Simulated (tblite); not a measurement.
Compound: C₅H₉ClO (charge +1 and doublet state).
Atom-mapped SMILES: `[CH2+:1][CH:2][C@@H:3]([Cl:4])[CH2:5][O:6][CH3:7]` (hydrogens: H8, H9 on C1; H10 on C2; H11 on C3; H12, H13 on C5; H14, H15, H16 on C7)

The geometry is computed with GFN2-xTB (gas phase). This method treats the open shell by occupation alone, without spin polarisation.

(1) Give the optimised bond lengths and angles.

## Answers

(1) 
```csv
bond,length (Å),order
C1–C2,1.334,single
C2–C3,1.480,single
C3–Cl4,1.768,single
C3–C5,1.611,single
C5–O6,1.358,single
O6–C7,1.397,single
C1–H8,1.077,single
C1–H9,1.079,single
C2–H10,1.083,single
C3–H11,1.096,single
C5–H12,1.098,single
C5–H13,1.093,single
"C7–H14, C7–H15, C7–H16",1.096,single
```

Bonds in one row agree within 0.01 Å and their mean is given. Orders are formal, as drawn. A selection of angles:
```csv
angle,degrees
C2–C1–H8,121.4
C2–C1–H9,122.1
H8–C1–H9,116.5
C1–C2–C3,125.4
C1–C2–H10,120.2
C3–C2–H10,114.4
C2–C3–Cl4,114.4
C2–C3–C5,109.0
C2–C3–H11,112.0
Cl4–C3–C5,108.7
Cl4–C3–H11,107.5
C5–C3–H11,104.7
C3–C5–O6,111.7
C3–C5–H12,105.5
C3–C5–H13,107.1
O6–C5–H12,113.3
O6–C5–H13,107.9
H12–C5–H13,111.1
C5–O6–C7,119.2
O6–C7–H14,110.3
O6–C7–H15,112.7
O6–C7–H16,106.8
H14–C7–H15,109.3
H14–C7–H16,106.8
H15–C7–H16,110.7
```

Dihedral angles: C1–C2–C3–Cl4 -25° (synperiplanar); C2–C3–C5–O6 175° (antiperiplanar); C3–C5–O6–C7 -82° (synclinal).

C2 (carbon bonded to 2 C and H) is planar (angles 125.4°, 120.2° and 114.4°, sum 360.0°, 0.01 Å off the plane of its three neighbours). C1 (carbon bonded to C and 2 H) is planar (angles 122.1°, 121.4° and 116.5°, sum 360.0°, 0.00 Å off the plane of its three neighbours). Of the pairs four or more bonds apart, Cl4···H9 is among the closest relative to their van der Waals radii: 2.75 Å, 93 % of the sum of Bondi's values. The 3 C–C bonds span 1.334 Å (C1–C2, drawn single) to 1.611 Å (C3–C5, drawn single), a spread of 0.277 Å. The C–O distances run from 1.358 Å (C5–O6, drawn single) to 1.397 Å (O6–C7, drawn single), a spread of 0.039 Å. O6 (oxygen bonded to 2 C) is bent (angle 119.2°).

Point group: C1 (no symmetry element, even within 0.4 Å). Its GFN2-xTB frequencies are all real (lowest 63 cm⁻¹). Torsions: H–C1–C2–C3 176° and -4°, C1–C2–C3–Cl4 -25°, C2–C3–C5–O6 175°, C3–C5–O6–C7 -82°. 3 starts were optimised and ended at 0.00, 2.13 and 4.23 kcal/mol (GFN2-xTB); the lowest of these is shown.

Time: 3.2 s of wall time. Hardware: an Intel Xeon at 2.50 GHz with one thread (shared host). This is the geometry optimisation.

One conformer stands for the species.
